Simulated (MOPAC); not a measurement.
Input file for MOPAC: PM3 on BeO+, 2S+1 = 2, a spin state set in the input, which need not be the lowest, a point of a bond scan (R = 1.465 Å). Charge +1.

```
PM3 1SCF PRECISE CHARGE=1 UHF MS=0.5 THREADS=1
BeO

Be     0.00000000 1     0.00000000 1     0.00000000 1
O      0.00000000 1     0.00000000 1     1.46505600 1
```

Output:

```
*******************************************************************************
 **                                                                           **
 **                              MOPAC v23.2.5                                **
 **                                                                           **
 *******************************************************************************
 ** MOPAC's Digital Object Identifier: https://doi.org/10.5281/zenodo.6511958 **
 **                                                                           **
 ** Please cite the open-source release paper for use of this MOPAC version:  **
 ** J. E. Moussa and J. J. P. Stewart (2026)                                  **
 ** MOPAC: An open-source semiempirical molecular orbital program             **
 ** J. Open Source Softw., 11(119), 8025, https://doi.org/10.21105/joss.08025 **
 *******************************************************************************

                              PM3 CALCULATION RESULTS

 *******************************************************************************
 *  PM3        - The PM3 Hamiltonian to be used
 *  UHF        - UNRESTRICTED HARTREE-FOCK CALCULATION
 *
 *
 *
 *                 CHARGE ON SYSTEM = +1
 *
 *
 *
 *  MS=        - IN MECI, MAGNETIC COMPONENT OF SPIN =  0.5
 *  PRECISE    - TIGHTER CRITERIA TO BE USED
 *  1SCF       - DO 1 SCF AND THEN STOP
 *  THREADS=1  - MULTI-THREADING NOT USED
 *  T=         - A TIME OF 172800.0 SECONDS REQUESTED
 *  DUMP=N     - RESTART FILE WRITTEN EVERY 7200.0 SECONDS REQUESTED
 *******************************************************************************
PM3 1SCF PRECISE CHARGE=1 UHF MS=0.5 THREADS=1
 BeO

   ATOM   CHEMICAL          X               Y               Z
  NUMBER   SYMBOL      (ANGSTROMS)     (ANGSTROMS)     (ANGSTROMS)

     1      Be          0.00000000  *   0.00000000  *   0.00000000  *
     2       O          0.00000000  *   0.00000000  *   1.46505600  *



          CARTESIAN COORDINATES

    NO.       ATOM           X           Y           Z

     1        Be          0.0000      0.0000      0.0000
     2         O          0.0000      0.0000      1.4651

 Be: (PM3): J. J. P. STEWART, J. COMP. CHEM. 10, 209 (1989).
  O: (PM3): J. J. P. STEWART, J. COMP. CHEM. 10, 209 (1989).

           Empirical Formula: O Be  =     2 atoms



      MOLECULAR POINT GROUP   :   C*v


          UHF CALCULATION, NO. OF ALPHA ELECTRONS =    4
                           NO. OF BETA  ELECTRONS =    3

 -------------------------------------------------------------------------------
 PM3 1SCF PRECISE CHARGE=1 UHF MS=0.5 THREADS=1
 BeO



     1SCF WAS SPECIFIED, SO BFGS WAS NOT USED
     SCF FIELD WAS ACHIEVED


                              PM3 CALCULATION
                                                       MOPAC v23.2.5 Linux




          FINAL HEAT OF FORMATION =        255.64255 KCAL/MOL =    1069.60844 KJ/MOL


          COSMO AREA              =         68.23 SQUARE ANGSTROMS
          COSMO VOLUME            =         51.40 CUBIC ANGSTROMS

          IONIZATION POTENTIAL    =         18.475027 EV
          ALPHA SOMO LUMO (EV)    =        -19.123 -9.436
          BETA  SOMO LUMO (EV)    =        -18.475 -9.434
          NO. OF ALPHA ELECTRONS  =          4
          NO. OF BETA  ELECTRONS  =          3
          MOLECULAR WEIGHT        =         25.0116         POINT GROUP:  C*v

          MOLECULAR DIMENSIONS (Angstroms)

            Atom       Atom       Distance
            O     2   Be     1     1.46506
            O     2   Be     1     0.00000
           Be     1    O     2     0.00000


          SCF CALCULATIONS        =          1





   ATOM   CHEMICAL          X               Y               Z
  NUMBER   SYMBOL      (ANGSTROMS)     (ANGSTROMS)     (ANGSTROMS)

     1      Be          0.00000000  *   0.00000000  *   0.00000000  *
     2       O          0.00000000  *   0.00000000  *   1.46505600  *

                             CARTESIAN COORDINATES

   1   Be        0.000000000     0.000000000     0.000000000
   2    O        0.000000000     0.000000000     1.465056000


           Empirical Formula: O Be  =     2 atoms



      MOLECULAR POINT GROUP   :   C*v


          ALPHA EIGENVALUES
 -38.78648 -20.66096 -20.29769 -19.12339  -9.43558  -3.76296  -3.62608  -1.27461


           BETA EIGENVALUES
 -38.24148 -20.01699 -18.47503  -9.43379  -7.48992  -3.78095  -3.03817  -1.12110


              NET ATOMIC CHARGES AND DIPOLE CONTRIBUTIONS

  ATOM NO.   TYPE          CHARGE      No. of ELECS.   s-Pop       p-Pop
    1         Be           1.252781        0.7472     0.35264     0.39458
    2          O          -0.252781        6.2528     1.89584     4.35694
 DIPOLE           X         Y         Z       TOTAL
 POINT-CHG.     0.000     0.000    -6.280     6.280
 HYBRID         0.000     0.000    -1.961     1.961
 SUM            0.000     0.000    -8.241     8.241


          ATOMIC ORBITAL ELECTRON POPULATIONS

     Atom    s        px        py        pz
    1 Be   0.35264   0.11380   0.03827   0.24252
    2  O   1.89584   1.88620   0.96173   1.50901


                    (SZ)    =    0.500000
                    (S**2)  =    0.753254


          ATOMIC ORBITAL SPIN POPULATIONS

    Atom   Total    s     px     py     pz
         Atomic
    1 Be -0.0099 -0.034 -0.010  0.038 -0.004
    2  O  1.0099 -0.002  0.010  0.962  0.040

 **********************
 *                    *
 * JOB ENDED NORMALLY *
 *                    *
 **********************




 == MOPAC DONE ==
```

The run finished.

Cost: roughly 0.020 core-seconds.
